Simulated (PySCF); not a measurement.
## Identify the compound

The spectra below were simulated for a compound C6H7NO.

¹H NMR (300 MHz, computed): δ 7.25 (dd, J = 9.1, 8.2 Hz, 2H), 6.84 (t, J = 8.2 Hz, 1H), 6.82 (d, J = 9.1 Hz, 2H), 5.80 (br s, 1H), 3.44 (br s, 1H).

¹³C{¹H} NMR (computed): δ 151.8 (C), 131.5 (CH), 121.8 (CH), 112.2 (CH).

Computed data (PySCF): structure optimised with PBE0-D3(BJ)/def2-SVP, J: B3LYP/pcJ-1 (spin–dipole term only in couplings to heteroatoms), σ from GIAO-B97-2/pcSseg-1. No solvent, non-relativistic Hamiltonian, a single conformation, rapidly exchanging positions averaged.

Scale: TMS for ¹H (σ = 31.38 ppm), ¹³C (σ = 183.69 ppm) (reference shieldings calculated alike).

**Question.** Deduce the structure.

**Answer.** 
- Rings plus π bonds: 4 (1 ring in the answer).
- 4 carbon signals for 6 carbons: some carbons are equivalent by symmetry or fast rotation.
- Carbon types of the structure: 1 × C, 5 × CH, leaving 2 H on heteroatoms.
- δC 151.8: aromatic carbon bearing nitrogen; the electronegative substituent deshields the carbon that carries it.
- δC 131.5, 121.8, 112.2: aromatic CH.
- δH 7.25, 6.84, 6.82: hydrogen on an aromatic CH.
- δH 5.80: hydrogen on a nitrogen bonded to O or N; exchangeable; this is the value without hydrogen bonding to other molecules.
- δH 3.44: hydrogen on a N–OH oxygen; labile proton, position sensitive to the medium.
- The protons at 6.82 and 7.25 share a coupling of 9.1 Hz (vicinal, an ortho-type coupling).
- The protons at 7.25 and 6.84 share a coupling of 8.2 Hz (vicinal, an ortho-type coupling).

Structure: `C1=C(NO)C=CC=C1`.

This is the structure that produced the data.

OH and NH positions are those of a molecule without intermolecular hydrogen bonds; in solution they move with solvent, concentration and temperature, and exchange usually removes their couplings. Multiplet labels drop couplings under 1 Hz and merge nearly equal ones. Couplings among chemically equivalent protons are left out too, so labels in AA′BB′ or AA′XX′ sets are apparent multiplicities. Unscaled 3J(H,H) at this level run about 10 % above measured values. Shifts are as computed. Against solution values, carbons near 30 ppm lie about +1 ppm off and those near 130 ppm about +2 ppm. Of 1211 compounds with measured shifts, 218 miss one by over three times the rms of a fit or turn the order of signals round; such compounds aren't used in these exercises.
